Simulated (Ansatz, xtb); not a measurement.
Conformers of C2H4FIn (SMILES C=[CH][InH][F]), B3LYP-D3(BJ)/def2-TZVP minima from an xTB search, which can miss the lowest.
Conformer 1 (charge 0, multiplicity 1):
```tsv
atom	x (Å)	y (Å)	z (Å)
C	-1.2877	0.5553	0.0214
C	-0.6203	-0.5855	0.1833
In	1.4597	-0.5103	0.6109
F	1.8965	1.4282	0.6581
H	-0.8017	1.5214	0.1003
H	-2.3525	0.5684	-0.1976
H	-1.1448	-1.5314	0.0954
H	2.8508	-1.4462	0.9189
```

Frozen-core correlation. Filled d and f shells under p-block atoms count as core. CBS: X⁻³ extrapolation of the correlation energy, Hartree–Fock from the larger set. MP2 and its Hartree–Fock in def2-QZVPP are density fitted.

Programs: Ansatz (Gaussian orbitals); xtb for the GFN methods. Values without a source in brackets are computed. In def2 rows elements past Kr take small-core potentials, without spin–orbit coupling.

Electronic energies of 2 conformers above conformer 1 (kcal/mol):

```tsv
level	conformer 1	conformer 2
GFN2-xTB	0.00	0.07
PBE/def2-TZVPP	0.00	0.59
wB97M-V/def2-TZVPP	0.00	0.76
MP2/CBS(def2-TZVPP, def2-QZVPP) + ΔCCSD(T)/def2-SVP	0.00	0.41
```

**Question.** Give Boltzmann populations at 298.15 K for each level, counting each conformer once and leaving out zero-point, thermal and symmetry terms.

**Answer.** 
Weights exp(−E/RT) with RT = 0.5925 kcal/mol, divided by their sum:
- GFN2-xTB: 53 %, 47 %
- PBE/def2-TZVPP: 73 %, 27 %
- wB97M-V/def2-TZVPP: 78 %, 22 %
- MP2/CBS(def2-TZVPP, def2-QZVPP) + ΔCCSD(T)/def2-SVP: 66 %, 34 %
The share of conformer 1 runs from 53 to 78 % over these levels.

Ansatz is an electronic-structure program.
